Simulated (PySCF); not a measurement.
**Calculated NMR parameters of C=C(C)/C(C)=C\O[SiH3]**

```
Formula                               : C6H12OSi
SMILES                                : C=C(C)/C(C)=C\O[SiH3]
InChI                                 : InChI=1S/C6H12OSi/c1-5(2)6(3)4-7-8/h4H,1H2,2-3,8H3/b6-4-
Point group of the computed structure : C1
Degrees of unsaturation               : 2
Carbon signals                        : 6
Proton signals                        : 6
```

Molfile (atoms numbered from 1):
```
C6H12OSi
     RDKit          3D

 20 19  0  0  0  0  0  0  0  0999 V2000
   -2.5794   -0.2916   -0.7727 C   0  0  0  0  0  0  0  0  0  0  0  0
   -1.3756    0.0984   -0.3502 C   0  0  0  0  0  0  0  0  0  0  0  0
   -1.1625    1.5260    0.0606 C   0  0  0  0  0  0  0  0  0  0  0  0
   -0.2440   -0.8294   -0.2667 C   0  0  0  0  0  0  0  0  0  0  0  0
   -0.5232   -2.2866   -0.5217 C   0  0  0  0  0  0  0  0  0  0  0  0
    1.0211   -0.4858    0.0145 C   0  0  0  0  0  0  0  0  0  0  0  0
    1.4728    0.7613    0.2530 O   0  0  0  0  0  0  0  0  0  0  0  0
    2.9460    1.3582    0.5851 Si  0  0  0  0  0  4  0  0  0  0  0  0
   -2.8029   -1.2938   -1.0885 H   0  0  0  0  0  0  0  0  0  0  0  0
   -3.3982    0.4062   -0.8236 H   0  0  0  0  0  0  0  0  0  0  0  0
   -0.7684    1.5782    1.0734 H   0  0  0  0  0  0  0  0  0  0  0  0
   -0.4436    2.0087   -0.5981 H   0  0  0  0  0  0  0  0  0  0  0  0
   -2.1013    2.0736    0.0179 H   0  0  0  0  0  0  0  0  0  0  0  0
   -0.8465   -2.4358   -1.5505 H   0  0  0  0  0  0  0  0  0  0  0  0
    0.3677   -2.8854   -0.3525 H   0  0  0  0  0  0  0  0  0  0  0  0
   -1.3115   -2.6425    0.1387 H   0  0  0  0  0  0  0  0  0  0  0  0
    1.7815   -1.2596    0.0512 H   0  0  0  0  0  0  0  0  0  0  0  0
    3.4774    0.7801    1.8226 H   0  0  0  0  0  0  0  0  0  0  0  0
    3.8854    1.0655   -0.5012 H   0  0  0  0  0  0  0  0  0  0  0  0
    2.6002    2.7650    0.6972 H   0  0  0  0  0  0  0  0  0  0  0  0
  1  2  2  0
  2  3  1  0
  2  4  1  0
  4  5  1  0
  4  6  2  0
  6  7  1  0
  7  8  1  0
  1  9  1  0
  1 10  1  0
  3 11  1  0
  3 12  1  0
  3 13  1  0
  5 14  1  0
  5 15  1  0
  5 16  1  0
  6 17  1  0
  8 18  1  0
  8 19  1  0
  8 20  1  0
M  END
```

All values are calculated (PySCF 2.14): σ from GIAO-PBE0/pcSseg-1, structure optimised with GFN2-xTB. Rapidly exchanging positions averaged, non-relativistic Hamiltonian, isolated molecule, one computed conformer.

Shifts are taken against calculated references (same method and geometry level): $^{1}$H (σ = 31.72 ppm) and $^{13}$C (σ = 186.93 ppm) and $^{29}$Si (σ = 349.16 ppm) vs TMS; H2O for $^{17}$O (σ = 336.08 ppm).

```tsv
carbon	δC, type	δH (multiplicity)	HMBC from (2–3 bonds)	span of the C tensor (ppm)
C1	115.9, CH2	H9 4.88 (br s); H10 5.08 (br s)	H11/H12/H13	172
C2	150.6, C	–	H17, H10, H9, H11/H12/H13, H14/H15/H16	239
C3	28.2, CH3	2.38 (s)	H10, H9	33
C4	123.1, C	–	H17, H10, H9, H11/H12/H13, H14/H15/H16	189
C5	20.1, CH3	1.73 (s)	H17	29
C6	144.3, CH	6.30 (s)	H18/H19/H20, H14/H15/H16	126
```

Other nuclei:
```tsv
atoms	nucleus	environment	δ (ppm)	σ (ppm)
H18/H19/H20	$^{1}$H	hydrogen on a silicon bonded to O	4.99	26.73
Si8	$^{29}$Si	silicon bonded to O, 3 H	-40.2	389.4
O7	$^{17}$O	oxygen bonded to C, Si	97.3	238.7
```

Carbon types of the structure: 2 × C, 1 × CH, 1 × CH2, 2 × CH3, leaving 3 H on heteroatoms. δC 150.6: fully substituted alkene carbon; the olefinic region. δC 144.3: alkene carbon bearing oxygen; an sp2 carbon further deshielded by the attached heteroatom. δC 123.1: β carbon of an enol-ether or enamine type C=C. δC 115.9: terminal =CH2 carbon; as expected for a trigonal carbon in a double bond. δC 28.2, 20.1: allylic methyl carbon; aliphatic region, no heteroatom directly attached.

Shifts are as computed. Against solution values, carbons near 30 ppm lie about +3 ppm off and those near 130 ppm about +5 ppm. Of 1309 compounds with measured shifts, 239 miss one by over three times the rms of a fit or turn the order of signals round; such compounds aren't used in these exercises. Experimental scales use liquid or dissolved standards, which lie at an offset from isolated H2O (liquid H2O: subtract about 36 ppm). No couplings were computed; multiplicities are counted from neighbouring protons, with m where these are inequivalent, close in shift, in a saturated or five-membered ring or joined by F or P, and br s for small geminal =CH2 splittings.
